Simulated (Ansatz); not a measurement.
Coupled-cluster run, CH₅ClO₂Si₂, SMILES `[SiH3]O[Si]1(Cl)CO1`.

```yaml
crystal:
  periodic: [false, false, false]
  atoms:
    - {symbol: Si, position_ang: [0.236213, 0.043134, -2.280671]}
    - {symbol: O, position_ang: [0.244352, -0.172640, -0.647186]}
    - {symbol: Si, position_ang: [-0.124756, 0.340592, 0.823246]}
    - {symbol: Cl, position_ang: [-1.139168, 2.091023, 0.688074]}
    - {symbol: C, position_ang: [-0.199586, -0.699948, 2.269679]}
    - {symbol: O, position_ang: [0.983435, 0.216874, 2.008144]}
    - {symbol: H, position_ang: [-0.210968, 1.419429, -2.604524]}
    - {symbol: H, position_ang: [-0.691108, -0.947962, -2.876505]}
    - {symbol: H, position_ang: [1.612986, -0.180724, -2.778674]}
    - {symbol: H, position_ang: [0.092212, -1.747372, 2.247557]}
    - {symbol: H, position_ang: [-0.738111, -0.419605, 3.171559]}
basis:
  gaussian: {orbitals: def2-TZVPP}
correlation: {method: ccsd_t}
```

```sh
$ ansatz run in.yaml --threads 4 --pin off --events-out ev --progress --plain --max-ram 10444MiB
```

The program prints (abridged):

```
Functional definition: HF
1712 factors; integrals over basis functions are off by at most 1.2e-3 eV
mean field evaluation 1: about -33413.7906 eV, gradient 4.8e1 eV
mean field evaluation 2: about -33414.2328 eV, gradient 4.9e1 eV
mean field evaluation 4: about -33418.9483 eV, gradient 4.4e0 eV
mean field evaluation 8: about -33419.0330 eV, gradient 3.5e-1 eV
mean field -33419.03351094 eV, -1228.1268292926 hartree, gradient 6.4e-6 eV, S^2 0.000000; 0 other end points of the search recorded, 0 dependent functions left out
18 core orbitals not correlated: weight in the atoms' cores, before any rotation towards them, 1.000 or more for the frozen orbitals, at most 0.000 for the correlated occupied ones
reference -33419.03351094 eV, -1228.1268292926 hartree; 18, 18 occupied and 253, 253 virtual orbitals, 1712 factors
second order -28.69465093 eV of doubles, -0.00000000 eV of singles
cycle   1  -29.09250006 eV  change   -4.0e-1 eV  update   1.2e-1
cycle   2  -29.81675786 eV  change   -7.2e-1 eV  update   3.6e-2
cycle   3  -29.98877606 eV  change   -1.7e-1 eV  update   1.8e-2
cycle   4  -29.97095745 eV  change    1.8e-2 eV  update   3.8e-3
cycle   5  -29.96966849 eV  change    1.3e-3 eV  update   1.8e-3
cycle   6  -29.97075964 eV  change   -1.1e-3 eV  update   5.1e-4
cycle   7  -29.97049718 eV  change    2.6e-4 eV  update   2.2e-4
cycle   8  -29.97042748 eV  change    7.0e-5 eV  update   6.8e-5
cycle   9  -29.97046094 eV  change   -3.3e-5 eV  update   2.8e-5
perturbative correction -1.20724333 eV, -0.0443653741 hartree
Total energy: -33450.21121521 eV, -1229.2725887916 hartree
```

Run time 5 min (4 threads of an Arm Neoverse V2 on a shared host); peak host memory 8.6 GiB.

The correlation energy is -31.178 eV, 3.9 % of it from (T); the T1 diagnostic reads 0.0120.
